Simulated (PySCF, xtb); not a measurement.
Si(H)(OH)2(SeH) (H₄O₂SeSi), SMILES O[SiH](O)[SeH]. The values are those of a single conformer.

Harmonic wavenumbers (cm⁻¹) from GFN2-xTB run with xtb at its own minimum, in rising order: 82, 153, 175, 214, 260, 297, 364, 581, 645, 660, 775, 793, 882, 979, 2072, 2393, 3649, 3688.

What does PBE0-D3(BJ)/def2-SVP (PySCF 2.14.0) give at its own minimum? (Estimate from the structure and the level; the computed values follow.)

142, 179, 206, 276, 326, 348, 433, 638, 751, 759, 828, 890, 896, 969, 2334, 2457, 3923, 3929. Paired by order, the mean absolute difference is 91 cm⁻¹ and the zero-point energies are 26.7 and 29.0 kcal/mol.
